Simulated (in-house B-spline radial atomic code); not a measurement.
# Response and correlation of Tm LXIV (Tm63+)

Closed shell [He] 2s2 (2p1/2)2. Computed with a B-spline radial code for spherical atoms: Dirac-Hartree-Fock, relativistic RPA (time-dependent Dirac-Hartree-Fock) for the response and second-order many-body perturbation theory for correlation, no-pair Dirac-Coulomb Hamiltonian, finite nucleus.

The shells are closed in jj coupling only; the real ground state mixes other jj configurations.

Command:
```bash
python run_mb.py task.json out
```
Settings (nuclear radius in fm, box in bohr, cutoff in hartree; a minus after a letter marks j = l - 1/2):
```
basis_form          2
Z                   69
core_configuration  [He] 2s2 2p-2
rms_radius          5.2256
mass_number         169
speed_of_light      137.036
box_radius          1.615
lmax                7
intervals           55
virtual_cutoff      119025.0
```

Time taken, with all properties: 0.5 s on 1 thread of Intel(R) Xeon(R) Platinum 8259CL CPU @ 2.50GHz (shared host).

| multipole (bohr³, bohr⁵, bohr⁷) | uncoupled | coupled RPA |
| --- | --- | --- |
| dipole | 0.00010462 | 0.00011308 |
| quadrupole | 5.2369e-07 | ? |
| octupole | 3.6251e-09 | 3.6763e-09 |

Problem. What is the coupled quadrupole polarisability?

Solution. 5.8677e-07 atomic units, +12 % against the uncoupled value.

Problem. Which subshells carry the dipole polarisability?

Solution. 2s1/2 89.1 %, 2p1/2 10.7 %, 1s1/2 0.2 %.

Problem. What does the dipole shielding factor come to?

Solution. The dipole shielding factor is 0.087, against the exact N/Z = 6/69 = 0.087 of the non-relativistic theorem.

Dipole polarisability at imaginary frequency:

```
u (Eh)  α(iu) (bohr³)
     0      0.0001131
  10.2      0.0001095
  25.6      9.439e-05
  51.2      6.632e-05
  76.8      4.812e-05
   102      3.774e-05
   154      2.685e-05
   205      2.138e-05
   256      1.777e-05
   358      1.296e-05
   512      8.616e-06
   768      4.949e-06
  1020      3.208e-06
  1540      1.636e-06
  2560      6.798e-07
  5120      1.916e-07
```

Problem. What dispersion coefficients follow for two such ions (the dispersion part alone)?

Solution. C6 = (3/π)∫α(iu)²du = 7.107e-07 hartree·bohr⁶ and C8 = 2.445e-08 hartree·bohr⁸.

Lowest J = 1 odd-parity excitations:

```
energy (eV)  oscillator strength  leading channel  weight
     1387.4                 0.24     2s1/2 → p3/2     1.0
     8860.7               0.0361     2p1/2 → s1/2   0.998
     9190.7                0.346     2s1/2 → p1/2   0.993
     9352.4                 1.09     2p1/2 → d3/2   0.993
     9518.7                0.337     2s1/2 → p3/2   0.999
      11935              0.00813     2p1/2 → s1/2   0.999
      12134                0.255     2p1/2 → d3/2   0.995
      12214               0.0435     2s1/2 → p1/2   0.995
```

Second-order correlation energy by the highest angular momentum of the excited pair (hartree): s -0.02233, p -0.1749, d -0.07521, f -0.01453, g -0.004265, h -0.0017, i -0.000809, k -0.0004286.

Problem. What is the second-order correlation energy at the partial-wave limit?

Solution. The listed waves sum to -0.29414 hartree; extrapolating the increments as (l + 1/2)⁻⁴ gives -0.29502 hartree, -1.34 eV per electron.
